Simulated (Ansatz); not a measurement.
Program: Ansatz. Geometries: PBE0-D4/def2-TZVP. ΔE: electronic, gas phase. CBS: MP2 limit from def2 TZ/QZ plus the TZ coupled-cluster correction, frozen cores. DFT in def2-TZVPP. For Ge outer-core shells are correlated without core-valence functions, which leaves a few kJ/mol of doubt a bond. Scalar relativity is left out up to krypton. One conformer a species, not always the lowest.

Consider the formal exchange of groups at a Ge–C bond: `O/C(F)=[CH]\[GeH3]` + `F[SiH]1CO1` → `F[Si]1([GeH3])CO1` + `C=C(O)F`.

`O/C(F)=[CH]\[GeH3]`:

Z-matrix (Å, degrees):
```
Ge
C 1 1.928
H 1 1.538 2 111.1
H 1 1.538 2 111.1 3 120.8
H 1 1.537 2 107.9 3 -119.6
C 2 1.323 1 122.3 3 -60.5
H 2 1.081 1 121.0 3 119.5
F 6 1.339 2 122.9 1 -180.0
O 6 1.334 2 125.9 1 0.0
H 9 0.963 6 109.3 2 -179.9
```

`F[SiH]1CO1`:

Cartesian coordinates in Å:
```
F 1.356 0.403 1.600
Si 0.806 -0.087 0.198
C -0.942 -0.070 -0.186
O -0.014 0.985 -0.724
H 1.852 -0.911 -0.423
H -1.392 -0.666 -0.976
H -1.667 0.346 0.511
```

`F[Si]1([GeH3])CO1`:

Z-matrix (Å, degrees):
```
Si
Ge 1 2.364
C 1 1.799 2 128.1
F 1 1.593 2 109.9 3 -161.3
O 1 1.645 2 118.7 3 61.3
H 2 1.534 1 109.7 3 -133.2
H 2 1.534 1 109.9 3 106.4
H 2 1.533 1 108.1 3 -13.3
H 3 1.087 1 123.8 2 0.7
H 3 1.088 1 120.7 2 -162.4
```

`C=C(O)F`:

Cartesian coordinates in Å:
```
C -0.025 -1.026 -0.287
C -0.090 0.218 0.151
O 0.664 1.240 -0.259
F -0.960 0.596 1.094
H -0.690 -1.771 0.120
H 0.692 -1.288 -1.048
H 0.409 2.030 0.229
```

| species | PBE0-D4 energy (Eh) |
| --- | --- |
| `O/C(F)=[CH]\[GeH3]` | -2330.84244 |
| `F[SiH]1CO1` | -504.27642 |
| `F[Si]1([GeH3])CO1` | -2582.22966 |
| `C=C(O)F` | -252.90087 |

**Question.** Work out ΔE.

**Answer.** ΔE = (-2582.22966) + (-252.90087) − (-2330.84244) − (-504.27642) = -0.01167 Eh = -30.6 kJ/mol. CCSD(T)/CBS gives -21.0 kJ/mol.

Largest T1 diagnostic among the species: 0.013.

From PBE to PBE0 (25 % exact exchange), in def2-TZVPP and without D4, ΔE moves by +4.2 kJ/mol.
